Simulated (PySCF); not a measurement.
SMILES [SiH3]B([SiH3])[SiH3] (H9BSi3) (PBE0/def2-SVP optimised geometry):

```
13

B     -0.103     0.003     0.000
Si    -1.083     1.758     0.000
H     -2.431     1.716     0.650
H     -1.290     2.038    -1.464
H     -0.306     2.901     0.577
Si    -1.158    -1.706     0.109
H     -1.305    -1.948     1.586
H     -0.484    -2.901    -0.488
H     -2.536    -1.595    -0.468
Si     1.907     0.003     0.000
H      2.536    -1.213    -0.604
H      2.269     0.033     1.460
H      2.506     1.218    -0.637
```

Calculation: PySCF 2.14.0 with PBE0/def2-TZVP.

Question: What are the frontier orbital energies and the dipole moment?

Answer: HOMO-2 -9.52 eV, HOMO-1 -8.04 eV, HOMO -8.01 eV, LUMO -3.18 eV, LUMO+1 0.40 eV; dipole moment 0.11 D.

On the same geometry PBE/def2-TZVP (PySCF 2.14.0) gives HOMO-2 -8.20 eV, HOMO-1 -6.88 eV, HOMO -6.85 eV, LUMO -4.06 eV, LUMO+1 -0.38 eV; dipole moment 0.07 D.

Meta-Löwdin charges at PBE0/def2-TZVP: B1 -0.35, Si2 0.33, H3 -0.08, H4 -0.06, H5 -0.08, Si6 0.33, H7 -0.06, H8 -0.08, H9 -0.07, Si10 0.33, H11 -0.08, H12 -0.06, H13 -0.08.
